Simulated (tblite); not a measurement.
C₇H₇O, doublet, geometry from GFN2-xTB; GFN1-xTB (tblite).

Input for tblite:
```
$ tblite run mol.xyz --method gfn1 --charge 0 --spin 1 --spin-polarized --json tblite.json --no-restart

# file mol.xyz
15

C     -2.77485450    -0.31397233    -0.09795376
C     -1.29792260    -0.13873099    -0.03622907
C     -0.45540720    -1.26271643     0.02356923
C      0.90039985    -1.13281791     0.06596932
C      1.53805169     0.17123047     0.05117137
O      2.76698655     0.30614444     0.08995023
C      0.63546333     1.30580553    -0.01312065
C     -0.71777593     1.13931539    -0.05441069
H     -3.10307357    -1.07229238     0.61135704
H     -3.06467633    -0.65514815    -1.09371576
H     -3.29368044     0.61901725     0.10676058
H     -0.90589933    -2.24607811     0.03647089
H      1.54792454    -1.99548828     0.11300103
H      1.08227016     2.28858041    -0.02585172
H     -1.36648507     2.00357152    -0.10159847
```

What the program printed (banner, timings and long lists left out):

```
xTB calculator
 | screened Coulomb repulsion
 | Coulomb electrostatics
 |  * isotropic Klopman-Ohno-Mataga-Nishimoto electrostatics
 |  * onsite third-order electrostatics
 | DFT-D3(BJ) dispersion correction
 | Interactions (1)
 | [1] spin polarization

halogen bonding energy    0.0000000000000E+00 Eh
repulsion energy          3.4565599077038E-01 Eh
dispersion energy        -6.5611902843912E-03 Eh
interaction energy        0.0000000000000E+00 Eh
number of electrons       4.1000000000000E+01 e
integral cutoff           1.9731147476801E+01 bohr

------------------------------------------------------------
  cycle        total energy    energy error   density error
------------------------------------------------------------
      1     -23.00332644309  -2.3342421E+01   4.8464050E-01
      2     -23.20451313344  -2.0118669E-01   2.8331387E-01
      3     -23.20115919566   3.3539378E-03   9.0770486E-02
      4     -23.20527656424  -4.1173686E-03   2.2350467E-02
      5     -23.20874279307  -3.4662288E-03   6.3339751E-03
      6     -23.20876594201  -2.3148939E-05   4.4566747E-03
      7     -23.20879308415  -2.7142142E-05   1.6419330E-03
      8     -23.20879616799  -3.0838422E-06   4.8299577E-04
      9     -23.20879643831  -2.7031373E-07   4.2088823E-04
     10     -23.20879675030  -3.1198850E-07   2.8784524E-04
     11     -23.20879731489  -5.6459431E-07   4.8077726E-05
     12     -23.20879732324  -8.3464435E-09   1.4219413E-05
------------------------------------------------------------

electronic energy        -2.3547892123723E+01 Eh
total energy             -2.3208797323237E+01 Eh

Post processing:
 | Mayer-Wiberg bond orders

[Info] JSON dump of results written to 'tblite.json'
```
